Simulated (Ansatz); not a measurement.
Born–Oppenheimer molecular dynamics of AlH6NO2S (11 atoms, charge 0, multiplicity 1). It starts at the highest image of a converged band, a first-order saddle point between two minima.

Theory: RKS B3LYP/def2-mTZVP (Ansatz).

| Property | Result |
| --- | --- |
| ensemble | NVE (velocity Verlet) |
| time step | 0.5 fs |
| steps asked | 200 |
| starting velocities drawn for | 100 K |
| seed | 7399 |

First frame:

```xyz
11
Properties=species:S:1:pos:R:3
Al -0.089 0.021 0.304
N -0.041 0.059 2.163
H -0.820 -0.322 2.690
H 0.819 -0.186 2.644
O 1.437 -0.336 -0.381
H 1.718 -0.109 -1.272
O -1.632 -0.430 -0.286
H -1.805 -0.753 -1.174
S -0.207 2.545 0.603
H -1.560 2.583 0.612
H -0.142 1.646 1.797
```

(1) How far do the bonds stretch over the last three quarters of this one trajectory? (Pairs bonded in most of those frames.)

Results:

(1) 
```csv
bond,mean (Å),spread (Å),shortest,longest
Al1–N2,1.816,0.027,1.77,1.86
Al1–O5,1.717,0.014,1.70,1.74
Al1–O7,1.720,0.012,1.70,1.74
Al1–S9,2.612,0.091,2.52,2.81
N2–H3,1.014,0.009,0.99,1.03
N2–H4,1.015,0.013,0.99,1.04
O5–H6,0.961,0.011,0.94,0.98
O7–H8,0.961,0.002,0.96,0.96
S9–H10,1.353,0.004,1.35,1.36
S9–H11,1.374,0.048,1.30,1.47
```

Mean temperature of the second half: 140 K. The conserved energy stayed within 0.07 meV per atom of its start (net change 0.0025 meV per atom), so the integration is sound. The kinetic energy rose, since the run started high on the potential surface and went downhill. A run of 0.1 ps of so small a system gives no equilibrium averages. The orbitals stay closed-shell, which can raise the energy where a bond breaks towards radicals; this wasn't checked here.

Time of the run: 7.1 min on 4 threads of Arm Neoverse V1 (shared host), peak memory 0.31 GiB.
